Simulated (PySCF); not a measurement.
These are PySCF with CAM-B3LYP-D3(BJ)/def2-TZVP values and carry that method's errors. Gas-phase values, no solvent. Excitations are Tamm–Dancoff values on a coarser integration grid. The basis has no diffuse functions, so Rydberg states are missing or too high.

Reference species (SMILES): `C#CC=C` (neutral, multiplicity 1).

- T1 excitation (TDA) = 3.58 eV
- S1–T1 gap (TDA) = 2.03 eV

Changed species: `C1C=CC=1`.

Q: What does the change do to the T1 excitation (TDA) and S1–T1 gap (TDA)?

A: the T1 excitation (TDA) falls by 2.30 eV, to 1.28 eV; the S1–T1 gap (TDA) drops by 0.27 eV, to 1.76 eV.
